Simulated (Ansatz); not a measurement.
Geometry optimisation, RHF/6-31G* in Ansatz.

The input (input.yaml):

```yaml
crystal:
  periodic: [false, false, false]
  atoms:
    - { symbol: Al, position_ang: [0.103621, -0.423038, 0.126601] }
    - { symbol: H, position_ang: [-0.151588, -0.427526, 1.667341] }
    - { symbol: O, position_ang: [1.683396, -0.551735, -0.458984] }
    - { symbol: H, position_ang: [1.906678, -0.537879, -1.375315] }
    - { symbol: O, position_ang: [-1.157573, -0.262541, -0.99577] }
    - { symbol: H, position_ang: [-2.07641, -0.230589, -0.782301] }
    - { symbol: P, position_ang: [-0.060275, 2.810032, 1.424575] }
    - { symbol: H, position_ang: [1.297092, 2.930276, 1.767372] }
    - { symbol: H, position_ang: [0.174288, 2.55477, 0.058012] }
    - { symbol: H, position_ang: [-0.164128, 1.44903, 1.79527] }
basis:
  gaussian: { orbitals: "6-31G*" }
hamiltonian:
  xc: hf
relax:
  f_tol: 0.03
  max_steps: 50
output:
  orbitals: {}
```

Command:

```bash
$ ansatz run input.yaml --threads 1 --pin off --max-ram 2048MiB --backend cpu --events-out ev --progress --plain --runs-dir out
```

Question: Where does it end, and by what steps?

Answer: It converged. The force dipped under the threshold on the way, but the program's further checks kept it going. After 21 steps the energy has fallen by 0.298 eV; H10 moved furthest, 1.21 Å.

| step | energy less start (eV) | largest force component (eV/Å) | accepted |
| --- | --- | --- | --- |
| 0 | 0.0000 | 0.788 | yes |
| 1 | -0.1643 | 0.310 | yes |
| 2 | -0.2229 | 0.223 | yes |
| 3 | -0.2656 | 0.565 | yes |
| 4 | -0.2841 | 0.168 | yes |
| 5 | -0.2854 | 0.150 | yes |
| 6 | -0.2898 | 0.135 | yes |
| 7 | -0.2921 | 0.013 | yes |
| 8 | -0.2925 | 0.070 | yes |
| 9 | -0.2928 | 0.053 | yes |
| 10 | -0.2934 | 0.065 | yes |
| 11 | -0.2929 | 0.196 | no |
| 12 | -0.2936 | 0.023 | yes |
| 13 | -0.2942 | 0.100 | yes |
| 14 | -0.2948 | 0.085 | yes |
| 15 | -0.2956 | 0.080 | yes |
| 16 | -0.2960 | 0.137 | yes |
| 17 | -0.2966 | 0.084 | yes |
| 18 | -0.2972 | 0.004 | yes |
| 19 | -0.2978 | 0.086 | yes |
| 20 | -0.2978 | 0.065 | no |
| 21 | -0.2982 | 0.010 | yes |

```xyz
10
Properties=species:S:1:pos:R:3
Al 0.151 -0.772 0.025
H -0.210 -1.266 1.472
O 1.760 -0.811 -0.489
H 2.049 -0.552 -1.350
O -1.020 -0.209 -1.064
H -1.945 -0.160 -0.884
P 0.156 3.313 1.424
H 1.401 2.671 1.343
H -0.418 2.630 0.340
H -0.369 2.465 2.411
```

Whether the end is a true minimum wasn't checked by a vibrational analysis.

Time of the run: 33 s on 1 thread of Arm Neoverse V2, with other jobs on the host, peak memory 0.14 GiB.
